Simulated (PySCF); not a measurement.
SMILES s1ccc(Sc2occc2)c1 (C8H6OS2), singlet (GFN2-xTB optimised geometry):

```
17

C     -0.195    -3.045     2.244
C     -0.334    -1.850     2.878
O      0.266    -0.867     2.179
C      0.781    -1.439     1.073
S      1.687    -0.444    -0.049
C      0.693     1.019     0.000
C     -0.725     1.019     0.000
C     -1.230     2.276     0.009
S      0.002     3.477    -0.002
C      1.224     2.271     0.000
C      0.535    -2.782     1.060
H     -0.567    -3.994     2.570
H     -0.823    -1.568     3.789
H     -1.322     0.125    -0.006
H     -2.259     2.576     0.014
H      2.259     2.548    -0.010
H      0.834    -3.477     0.304
```

Calculation: B3LYP/def2-SVP in PySCF.

Question: What are the frontier orbital energies and the dipole moment?

Answer: HOMO-2 -7.01 eV, HOMO-1 -6.76 eV, HOMO -5.60 eV, LUMO -0.54 eV, LUMO+1 -0.11 eV; dipole moment 1.34 D.

Meta-Löwdin charges at B3LYP/def2-SVP: C1 -0.16, C2 0.04, O3 -0.23, C4 0.07, S5 0.14, C6 -0.09, C7 -0.13, C8 -0.23, S9 0.27, C10 -0.25, C11 -0.17, H12 0.12, H13 0.12, H14 0.12, H15 0.13, H16 0.13, H17 0.12.
